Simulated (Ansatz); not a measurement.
Start from `C[SiH](N)I` and change one atom or group to get `C[SiH]([SiH3])I`.

Ansatz, PBE0-D4/def2-TZVP geometries, multiplicity 1. Each molecule was computed in one conformer, which needn't be the lowest.

Elements past krypton have def2 core potentials.  Spin–orbit coupling is left out; it splits and shifts lone-pair levels of the heavy atoms by tenths of an eV.

```tsv
property	`C[SiH](N)I`
HOMO–LUMO gap (PBE0/def2-TZVPP) / eV	7.46
HOMO energy (PBE/def2-TZVPP) / eV	-6.05
size of the dipole moment (ωB97M-V/def2-TZVPP) / D	2.32
LUMO energy (PBE/def2-TZVPP) / eV	-0.63
HOMO energy (B3LYP/def2-TZVPP) / eV	-6.98
HOMO–LUMO gap (B3LYP/def2-TZVPP) / eV	6.97
```

What does the change do to each property? (Estimate.)

The calculation gave: 
```
                                          property  `C[SiH]([SiH3])I`  shift
              HOMO–LUMO gap (PBE0/def2-TZVPP) / eV               6.59  -0.87
                 HOMO energy (PBE/def2-TZVPP) / eV              -6.26  -0.21
size of the dipole moment (ωB97M-V/def2-TZVPP) / D               1.93  -0.39
                 LUMO energy (PBE/def2-TZVPP) / eV              -1.59  -0.96
               HOMO energy (B3LYP/def2-TZVPP) / eV              -7.13  -0.15
             HOMO–LUMO gap (B3LYP/def2-TZVPP) / eV               6.19  -0.78
```

With PBE0 the HOMO falls by 0.12 eV and the LUMO falls by 0.99 eV, so the gap narrows by about 0.87 eV. PBE moves the HOMO by -0.21 eV and ωB97M-V by -0.03 eV. Dipoles are sizes alone; their direction can turn.

Positive LUMOs are unbound, so they and the gaps depend on the basis.

B3LYP here is the variant with VWN-RPA as its local correlation; programs differ in this.
